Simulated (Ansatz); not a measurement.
Consider the redistribution: `C[N](C)[Al]([OH])[OH]` + `C[O][In]([OH])[O][SiH3]` → `C[O][Al]([OH])[OH]` + `C[N](C)[In]([OH])[O][SiH3]`.

Computed with Ansatz on PBE0-D4/def2-TZVP structures; ΔE is electronic, products minus reactants. CCSD(T)/CBS is the MP2 limit (def2-TZVPP, def2-QZVPP) plus CCSD(T) − MP2 in def2-TZVPP, frozen cores. Functionals use def2-TZVPP. HSE06 is defined as in plane-wave codes. Elements past krypton have def2 core potentials. For In outer-core shells are correlated without core-valence functions, which leaves a few kJ/mol of doubt a bond. One conformer a species, not always the lowest.

(1) Is it downhill or uphill in electronic energy at CCSD(T)/CBS, and by how much? (Estimate.)

(2) What do these levels give: PBE0-D4, HSE06-D4, CAM-B3LYP-D4, ωB97X-V, CCSD(T)/def2-SVP, CCSD/CBS(def2)? (Estimate.)

Largest T1 diagnostic among the species: 0.016.

Results:

(1) The calculation gave: Downhill: ΔE = -9.9 kcal/mol.

(2) Ansatz gave: PBE0-D4 -8.8, HSE06-D4 -8.8, CAM-B3LYP-D4 -9.6, ωB97X-V -8.9, CCSD(T)/def2-SVP -9.5, CCSD/CBS(def2) -10.3 kcal/mol.

From r2SCAN to r2SCAN0 (25 % exact exchange), in def2-TZVPP and without D4, ΔE moves by −1.0 kcal/mol. Leaving LDA and LC-ωPBE aside and taking each functional with its dispersion term where it has one, the values, not all of them listed here, spread over 2.8 kcal/mol, from BHLYP-D4 to revPBE-D4. LDA lies −1.3 kcal/mol from PBE without D4.
